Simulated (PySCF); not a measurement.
Exercise with solution: oscillator strength and radiative lifetime

Al(H)(OMe)(OSiH3) (CH7AlO2Si), SMILES [O]([AlH][O][SiH3])C.

Geometry optimised at B3LYP-D3(BJ)/def2-SVP. The values are those of a single conformer.

TDDFT-LC-ωPBE/def2-SVPD (PySCF) puts the first singlet state with f over 0.02 at 7.81 eV (vertical), with the transition dipole (0.006, 0.059, -0.383) in atomic units.

Task: Find the oscillator strength, the wavelength and the radiative lifetime that this transition would have in vacuum if emission retraced absorption.

Result: 
|μ|² = 0.1502 au, so |μ| = 0.99 D. ΔE = 7.81/27.211 = 0.2870 hartree. f = (2/3) ΔE |μ|² = 0.029 (the program prints 0.029).
λ = 1239.84/7.81 = 159 nm; ν = 62992 cm⁻¹.
Einstein's coefficient A = 0.6670 ν² f s⁻¹ (ν in cm⁻¹) = 7.6e7 s⁻¹, so τ = 1/A = 13 ns. This state is S4; the lower singlets have f = 0.003, 0.000, 0.001. The figure is the radiative limit of this one transition; relaxation, internal conversion, crossing to triplets and a medium change what is measured.
